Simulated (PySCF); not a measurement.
SnBrI, SMILES [Br][Sn][I] (connectivity only; charge and spin as stated), neutral, multiplicity 1.

The structure is a stationary point at B3LYP-D3(BJ)/def2-SVP. The def2 effective core potentials stand for the cores of I, Sn; spin–orbit coupling is left out.

Level of theory: C-PCM-PBE0/def2-SVP in PySCF 2.14.0.

The values are the electrostatic part of the solvation free energy, E(continuum) − E(gas) at the gas-phase geometry, in a cavity of scaled van der Waals radii (PySCF's table); cavitation and dispersion terms are not included. A continuum can't describe solvent molecules that bind to the metal. In vacuum the orbital gap is 4.03 eV. The dipole moment in vacuum is 3.09 D.

Problem. Estimate the values in water (ε = 78.36), methanol (ε = 32.61), chloroform (ε = 4.71). (Estimate from the structure and the level; the computed values follow.)

Solution. 
```tsv
solvent	ε	ΔG(elec) (kcal/mol)	dipole (D)	gap (eV)
water	78.36	-5.2	4.70	4.36
methanol	32.61	-5.1	4.66	4.36
chloroform	4.71	-3.9	4.27	4.28
```
